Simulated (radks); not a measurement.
Values are calculated unless marked as measured or tabulated.
Spherical jellium clusters: N electrons in a uniform positive sphere of charge N and radius rs N^(1/3), rs = 4.07 bohr. Level of theory: non-relativistic Kohn-Sham, LDA (Slater exchange, Perdew-Wang correlation), spin-polarised, spherical densities (a radial shooting solver with Libxc functionals). Levels are named by radial order and angular momentum (1s, 1p, 1d, 2s, ...), and open shells are averaged over m.

N = 14, configuration 1s2 1p6 1d(up 5, down 1). This is the lowest configuration that the search found. Occupied and some empty levels:

| level | occupation | eigenvalue (eV) | <r> (bohr) |
|---|---|---|---|
| 1s up | 1 | -4.9726 | 6.204 |
| 1s down | 1 | -4.6845 | 5.963 |
| 1p up | 3 | -4.0575 | 7.387 |
| 1p down | 3 | -3.6957 | 7.349 |
| 1d up | 5 | -2.9162 | 8.304 |
| 1d down | 1 | -2.5439 | 8.391 |
| 2s up | 0 | -2.4015 | 7.240 |
| 2s down | 0 | -2.2208 | 7.428 |
| 1f up | 0 | -1.6223 | 9.233 |
| 1f down | 0 | -1.2794 | 9.458 |
| 2p up | 0 | -1.1291 | 9.573 |
| 2p down | 0 | -0.95636 | 9.894 |

Energy (eV): total -25.0677, kinetic 24.168, external -641.70, Hartree 316.30, exchange-correlation -50.062, background 326.23.

Electron density:

| r (bohr) | n(r) (e/bohr^3) |
|---|---|
| 0.317 | 0.001855 |
| 1.11 | 0.001995 |
| 1.91 | 0.002282 |
| 2.71 | 0.002697 |
| 3.50 | 0.003194 |
| 4.30 | 0.003698 |
| 5.10 | 0.004103 |
| 5.89 | 0.004283 |
| 6.69 | 0.004127 |
| 7.49 | 0.003600 |
| 8.28 | 0.002792 |
| 9.08 | 0.001902 |
| 9.88 | 0.001141 |
| 10.7 | 0.0006210 |
| 11.5 | 0.0003130 |
| 12.3 | 0.0001501 |
| 13.1 | 0.00007019 |
| 13.9 | 0.00003172 |
| 14.7 | 0.00001409 |
| 15.4 | 6.251e-06 |
